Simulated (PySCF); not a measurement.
Isomers of [C6H14P]+.

All values: PBE0/def2-SVPD (PySCF) at PBE0-D3(BJ)/def2-SVP geometries, gas phase, one conformer each. Core orbitals are frozen in the response; Δα² is half the sum of the squared differences of the principal polarisabilities.

(1) Rank by polarisability anisotropy Δα, highest first.
A. `C[P+](C)(C)C1CC1`
B. `[CH3:1][CH2:2][C@@H:3]1[CH2:4][P@@H+:5]1[CH2:6][CH3:7]` (charge +1) with C1–C2–C3–C4 160°, C4–P5–C6–C7 -157°
C. `[CH3:1][CH2:2][C@@H:3]1[C@H:4]([CH3:5])[P@H+:6]1[CH3:7]` (charge +1) with C1–C2–C3–C4 161°

(2) Rank by HOMO–LUMO gap, lowest first.
A. `[CH3:1][CH:2]([CH3:3])[C@@H:4]1[CH2:5][P@@H+:6]1[CH3:7]` (charge +1) with C1–C2–C4–C5 -79°
B. `[CH3:1][CH2:2][C@@H:3]1[C@H:4]([CH3:5])[P@H+:6]1[CH3:7]` (charge +1) with C1–C2–C3–C4 161°
C. `C[P+](C1CC1)(C)C`

## Answers

(1) C (3.75 Å³), B (3.52 Å³), A (2.02 Å³).

(2) B (8.03 eV), A (8.19 eV), C (9.72 eV).

All values together:

| SMILES | HOMO (eV) | LUMO (eV) | α (Å³) | Δα (Å³) | ΔSCF removal energy (eV) |
| --- | --- | --- | --- | --- | --- |
| CC[C@@H]1[C@H](C)[P@H+]1C | -12.71 | -4.68 | 13.37 | 3.75 | 14.53 |
| C[P+](C)(C)C1CC1 | -13.13 | -3.41 | 12.84 | 2.02 | 15.07 |
| CC(C)[C@@H]1C[P@@H+]1C | -13.01 | -4.81 | 13.27 | 3.85 | 14.80 |
| CC[C@@H]1C[P@@H+]1CC | -13.01 | -4.79 | 13.28 | 3.52 | 14.87 |

Conformers: `[CH3:1][CH2:2][C@@H:3]1[C@H:4]([CH3:5])[P@H+:6]1[CH3:7]` (charge +1) with C1–C2–C3–C4 161°; `[CH3:1][CH:2]([CH3:3])[C@@H:4]1[CH2:5][P@@H+:6]1[CH3:7]` (charge +1) with C1–C2–C4–C5 -79°; `[CH3:1][CH2:2][C@@H:3]1[CH2:4][P@@H+:5]1[CH2:6][CH3:7]` (charge +1) with C1–C2–C3–C4 160°, C4–P5–C6–C7 -157°.
